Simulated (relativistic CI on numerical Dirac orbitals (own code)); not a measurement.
# Slater and spin-orbit integrals, Pd11+

Calculated at this level of theory: Dirac-Coulomb-Breit CI, orbitals from a KLI potential per configuration, a model potential for QED, unscaled Slater integrals (own radial code, finite nucleus).

Slater integrals F^k, G^k are unscaled and averaged over j, outside the closed core [Ar] 3d10; ζ comes from projecting the Hamiltonian with its Breit term on Σ l·s of the shell.

- 4s²4p⁵: ζ(4p) = 30299 cm⁻¹; <r>(4p) = 0.9236, <r^2>(4p) = 0.9627 (bohr units).
- 4s²4p⁴4d: F^2(4p,4p) = 113280, ζ(4p) = 30519, F^2(4p,4d) = 105560, G^1(4p,4d) = 133900, G^3(4p,4d) = 84269, ζ(4d) = 2964.4 cm⁻¹; <r>(4p) = 0.9224, <r^2>(4p) = 0.9602, <r>(4d) = 1.014, <r^2>(4d) = 1.172 (bohr units).
- 4s4p⁵4d: G^1(4s,4p) = 149910, ζ(4p) = 30444, G^2(4s,4d) = 103300, F^2(4p,4d) = 105560, G^1(4p,4d) = 133900, G^3(4p,4d) = 84264, ζ(4d) = 2993 cm⁻¹; <r>(4s) = 0.8742, <r^2>(4s) = 0.8582, <r>(4p) = 0.9222, <r^2>(4p) = 0.9599, <r>(4d) = 1.014, <r^2>(4d) = 1.172 (bohr units).

Averages of the first 10 configurations, taken without configuration mixing, which lowers the lowest level and can move excited configurations by several eV; other configurations of the list can lie among them:

| Configuration | Parity | States | Average energy above the lowest level (eV) |
| --- | --- | --- | --- |
| 4s²4p⁵ | odd | 6 | 3.1 |
| 4s4p⁶ | even | 2 | 48.1 |
| 4s²4p⁴4d | even | 150 | 62.6 |
| 4s4p⁵4d | odd | 120 | 105.5 |
| 4s²4p⁴4f | odd | 210 | 125.0 |
| 4s4p⁵4f | even | 168 | 168.2 |
| 4p⁶4d | even | 10 | 153.5 |
| 4s²4p⁴5s | even | 30 | 117.0 |
| 4s4p⁴4d² | even | 1350 | 164.3 |
| 4s²4p⁴5p | odd | 90 | 132.1 |
